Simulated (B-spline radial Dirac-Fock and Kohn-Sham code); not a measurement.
Level of theory: relativistic Hartree-Fock (Dirac-Fock) wave functions, averaged over the configuration; a radial atomic solver.

Question: This computed X-ray form factor belongs to an atom or ion in its tabulated ground configuration. Which?

```
sin θ/λ (Å⁻¹)      f₀
         0.05  51.828
          0.3  46.358
          0.5  38.681
          1.1  20.728
          1.2  19.227
          2.5   9.654
            3   7.389
            4   5.172
            6   3.401
```

Answer: Er¹⁶⁺, with 52 electrons in [Kr] 4d10 4f6. f₀ tends to the number of electrons as s goes to zero, which the first rows give only roughly, and the rate of fall reflects the nuclear charge, 68.
